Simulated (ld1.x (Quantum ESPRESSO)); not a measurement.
## Li: variants of one PAW potential

Base potential:

| Quantity | Value |
| --- | --- |
| Element | lithium |
| Generator | ld1.x (Quantum ESPRESSO) 7.5 |
| Type | PAW |
| Functional | LDA (PZ) |
| Relativity | scalar-relativistic |
| Frozen core | [He] |
| Valence charge | 1 |
| Reference configuration | 2s1 2p0 |
| Partial waves | 2s (bound): rcut 2.70, rcutus 2.95 bohr; 2s channel at 0.2 Ry: rcut 2.70, rcutus 2.95 bohr; 2p (bound, empty): rcut 3.75, rcutus 4.25 bohr; 2p channel at 4.3 Ry: rcut 3.75, rcutus 4.25 bohr |
| Local potential | all-electron potential smoothed inside 4.00 bohr (lloc = -1) |
| Core correction | Bessel-smoothed model core inside 2.15 bohr |
| Augmentation charge | BESSEL, radius 2.60 bohr |

Cutoffs, loose and tight: the cutoffs (Ry, on a coarse ladder) from which the occupation-weighted sum of valence levels, in a spherical-Bessel basis at the reference potential, stays within 10 and 1 mRy of its value at 400 Ry. They do not see the model core or the augmentation charge, which bear on the density cutoff. Test errors are all-electron minus pseudo excitation energies from the reference, over the configurations 2s0.5 2p0; 2s0 2p1 (two spin-polarised tests are not counted in the largest error). A dash means not determined; rows that change the core or the reference have their own tests.

A true bound ghost makes a file unfit for plane-wave use even where its test errors are small: the radial tests pick states by their node count and pass the ghost by.

```csv
change,outcome,"cutoff, loose","cutoff, tight",bound ghosts,largest test error (meV)
base,generated,6 Ry,6 Ry,none,-2.0
"waves 2s (bound): rcut 2.70, rcutus 4.48 bohr; 2s channel at 0.2 Ry: rcut 2.70, rcutus 4.48 bohr",failed: new_paw_hamiltonian: negative rho,–,–,–,–
core correction Bessel-smoothed model core inside 1.96 bohr,generated,6 Ry,6 Ry,none,-2.0
local potential all-electron potential smoothed inside 2.74 bohr (lloc = -1),generated,6 Ry,6 Ry,p,-5.2
local potential all-electron potential smoothed inside 2.25 bohr (lloc = -1),generated,6 Ry,6 Ry,p,-4.7
"augmentation PSQ, inside the norm-conserving radii",generated,6 Ry,6 Ry,none,-1.9
"all radii but the core radius scaled by about 1.23 (s 3.62, p 5.20 bohr, rcut 3.30/4.60); local potential all-electron potential smoothed inside 4.90 bohr (lloc = -1); augmentation BESSEL, radius 3.18 bohr",failed: new_paw_hamiltonian: negative rho,–,–,–,–
```

(1) What comes out with this change to the base: type TM; waves now 2s (bound): rc 2.95 bohr; 2p (bound): rc 4.25 bohr; local potential all-electron potential smoothed inside 4.15 bohr (lloc = -1)?

## Answers

(1) outcome: generated; cutoff, loose: 6 Ry; cutoff, tight: 6 Ry; bound ghosts: none; largest test error (meV): -6.1.
